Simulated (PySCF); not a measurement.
Two-component Hartree-Fock for Dy³⁵⁺ (dysprosium, charge +35)

Start: [Ar] 3d10 4s2 4p1; 4p3/2 filled at m_j = +3/2. Calculated with PySCF 2.14 in an uncontracted even-tempered set (17 s from 3.7 bohr⁻², ratio 2.8; 13 p from 4.8 bohr⁻², ratio 2.8; 8 d from 8.6 bohr⁻², ratio 2.8; 4 f from 21 bohr⁻², ratio 3): generalised Hartree-Fock with the X2C-1e Hamiltonian and a Gaussian nucleus; one run each with spin-orbit coupling (SO) screened by Boettger's factors, then bare. This is a chosen level, not necessarily the ground level.

| spinor shell | electrons | ε, screened SO (eV) | ε, bare SO (eV) | weight of nominal j (bare SO) | rms radius, bare SO (bohr) |
| --- | --- | --- | --- | --- | --- |
| 1s1/2 | 2 | -55516.6 | -55515.8 | 1.000 | 0.0240 |
| 2s1/2 | 2 | -10564.4 | -10564.2 | 1.000 | 0.0969 |
| 2p1/2 | 2 | -10104.8 | -10125.2 | 1.000 | 0.0827 |
| 2p3/2 | 4 | -9297.9 | -9290.7 | 1.000 | 0.0895 |
| 3s1/2 | 2 | -3450.7 | -3450.7 | 1.000 | 0.247 |
| 3p1/2 | 2 | -3250.3 | -3254.7 | 1.000 | 0.238 |
| 3p3/2 | 4 | -3073.5 | -3071.9 | 1.000 | 0.251 |
| 3d3/2 | 4 | -2744.0 | -2748.3 | 1.000 | 0.221 |
| 3d5/2 | 6 | -2705.7 | -2703.0 | 1.000 | 0.225 |
| 4s1/2 | 2 | -1582.5 | -1582.5 | 1.000 | 0.524 |
| 4p3/2 | 1 | -1461.4 | -1460.9 | 1.000 | 0.533 |

```json
{"quantity": "E (hartree)", "screened SO": "-11448.92205", "bare SO": "-11449.52171"}
{"quantity": "M_J", "screened SO": "3/2", "bare SO": "3/2"}
{"quantity": "⟨J²⟩", "screened SO": "3.751", "bare SO": "3.751"}
{"quantity": "⟨L²⟩", "screened SO": "2.036", "bare SO": "2.039"}
{"quantity": "⟨S²⟩", "screened SO": "0.785", "bare SO": "0.788"}
```

Each row is a mean over spinors that exchange with the open shell spreads, by up to 10.888 eV (4s1/2).

Breit and QED terms are absent; they matter most for the inner s and p1/2 levels.

Densities and radii are taken from the X2C orbitals without a picture-change correction, which distorts them close to the nucleus.
